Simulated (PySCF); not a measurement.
Predicted microwave data (PBE0-D3(BJ)/def2-SVP geometry optimisation, gas phase, def2 core potentials past Kr in PySCF) for one isomer of C7H4FIO:

```
Rotational constants : A = 3834, B = 279.0, C = 260.1 MHz
Dipole components    : |μa| = 2.45 D, |μb| = 0.70 D, |μc| = 0.00 D
Inertial defect      : -0.01 u·Å²
κ                    : -0.99
```

Task: Which candidate fits, each taken in the one conformer that was computed?
A. `[O:1]=[C:2]([F:3])[c:4]1[cH:5][cH:6][c:7]([I:8])[cH:9][cH:10]1` with O1–C2–C4–C5 179°
B. `[O:1]=[C:2]([F:3])[c:4]1[cH:5][cH:6][cH:7][cH:8][c:9]1[I:10]` with O1–C2–C4–C5 -179°

Result: A. It is O=C(F)c1ccc(I)cc1, a near-prolate asymmetric top, point group Cs. The candidates at the same level (rigid rotor, commonest isotopes):

| SMILES | A (MHz) | B (MHz) | C (MHz) | μa (D) | μb (D) | μc (D) | Δ (u·Å²) | point group | rotor |
| --- | --- | --- | --- | --- | --- | --- | --- | --- | --- |
| O=C(F)c1ccccc1I | 1206 | 638.2 | 417.4 | 1.70 | 3.61 | 0.00 | -0.02 | Cs | asymmetric top |
| O=C(F)c1ccc(I)cc1 | 3834 | 279.0 | 260.1 | 2.45 | 0.70 | 0.00 | -0.01 | Cs | near-prolate asymmetric top |

`O=C(F)c1ccccc1I` has B 129 % too high. In the right answer the mirror of this Cs structure is the ab plane, so μc vanishes by symmetry (the 0.01 D computed is a residue). No structure here is proved a minimum.
